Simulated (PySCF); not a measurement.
Compound: Si5H12.
Geometry (GFN2-xTB, Å), atoms numbered from 1 in this order:
```xyz
17
Si5H12 angstrom
Si    -3.9680    0.2556   -0.2280
Si    -1.9009    0.9605    0.5499
Si    -0.0387   -0.2851   -0.0618
Si     2.1086    0.4138    0.4796
Si     3.8435   -1.0468    0.0019
H     -4.7409   -0.4742    0.7815
H     -3.8122   -0.6568   -1.3653
H     -4.8300    1.3472   -0.6915
H     -1.9327    1.0497    2.0208
H     -1.6745    2.3587    0.1405
H     -0.0916   -0.4871   -1.5221
H     -0.2145   -1.6541    0.4587
H      2.1358    0.7615    1.9114
H      2.3522    1.7101   -0.1783
H      3.3742   -2.1481   -0.8447
H      4.4198   -1.6650    1.1992
H      4.9629   -0.4280   -0.7134
```

Level of theory: PySCF, TDDFT B3LYP/def2-SVPD, vertical, gas phase, core orbitals frozen in the response.

Transition dipole moments from the ground state, in atomic units and in the frame of the coordinates above (overall signs are arbitrary), for the states with f of 0.002 or more among the lowest 7:

| state | E (hartree) | μx | μy | μz |
| --- | --- | --- | --- | --- |
| S1 | 0.2183 | 2.654 | -0.426 | 0.055 |
| S2 | 0.2313 | 0.007 | 0.214 | 0.123 |
| S3 | 0.2342 | 0.247 | 0.032 | -0.066 |
| S4 | 0.2402 | -0.142 | 0.017 | 0.003 |
| S5 | 0.2463 | 0.204 | -0.079 | 0.067 |
| S6 | 0.2500 | -0.336 | -0.021 | 0.103 |
| S7 | 0.2513 | 0.197 | -0.101 | 0.113 |

(1) Work out the oscillator strengths.

(2) What angle do the transition dipoles of S1 and S6 make?

(3) What peak molar absorption coefficient would the strongest computed level give as a lone Gaussian band 0.3 eV wide at half height?

Results:

(1) f = (2/3) ΔE |μ|² with ΔE in hartree (27.2114 eV).

```json
{"state": "S1", "|μ|² (au)": "7.229", "|μ| (D)": "6.83", "f": "1.052"}
{"state": "S2", "|μ|² (au)": "0.061", "|μ| (D)": "0.63", "f": "0.009"}
{"state": "S3", "|μ|² (au)": "0.067", "|μ| (D)": "0.66", "f": "0.010"}
{"state": "S4", "|μ|² (au)": "0.021", "|μ| (D)": "0.36", "f": "0.003"}
{"state": "S5", "|μ|² (au)": "0.052", "|μ| (D)": "0.58", "f": "0.009"}
{"state": "S6", "|μ|² (au)": "0.124", "|μ| (D)": "0.89", "f": "0.021"}
{"state": "S7", "|μ|² (au)": "0.062", "|μ| (D)": "0.63", "f": "0.010"}
```

(2) |cos θ| = |μa·μb| / (|μa| |μb|) = 0.93, so θ ≈ 22° (taken between 0 and 90°, since the signs are arbitrary).

(3) ε(max) = 2.175×10⁸ f / FWHM, with the width in cm⁻¹. S1: 2.175×10⁸ × 1.0519 / 2420 ≈ 95000 L mol⁻¹ cm⁻¹.

One conformer stands for the species.
